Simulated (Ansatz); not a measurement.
Compare A (`C[SiH](N)O[SiH3]`) with its isomer B (`C[Si](N)(O)[SiH3]`).

Calculated with Ansatz (gas phase, PBE0-D4/def2-TZVP geometries, no zero-point term in ΔE). CCSD(T)/CBS adds triple-zeta CCSD(T) − MP2 to the extrapolated MP2 energy (def2 sets, frozen cores). DFT in def2-TZVPP. B3LYP here is the variant with VWN-RPA as its local correlation; programs differ in this. One conformer a species, not always the lowest.

**Question.** Which is lower in electronic energy at CCSD(T)/CBS, and by how much? (Best estimate.)

**Answer.** Computed: A, by 27.3 kcal/mol.

**Question.** Give E(B) − E(A) in kcal/mol with CCSD(T)/def2-TZVPP, HF/def2-TZVPP, PBE-D4, r2SCAN-D4, B2PLYP, B3LYP-D4, PBE0-D4. (Estimate.)

**Answer.** The calculation gave: CCSD(T)/def2-TZVPP 27.4, HF/def2-TZVPP 34.4, PBE-D4 20.6, r2SCAN-D4 25.7, B2PLYP 28.5, B3LYP-D4 27.1, PBE0-D4 23.0. None reverses the order clearly.

Largest T1 diagnostic: 0.012.

In def2-TZVPP, CCSD(T) changes the Hartree–Fock value by −7.1 kcal/mol (the triples alone add −1.0 kcal/mol) and MP2 by −5.4 kcal/mol. From PBE to PBE0 (25 % exact exchange), in def2-TZVPP and without D4, E(B) − E(A) moves by +2.4 kcal/mol.
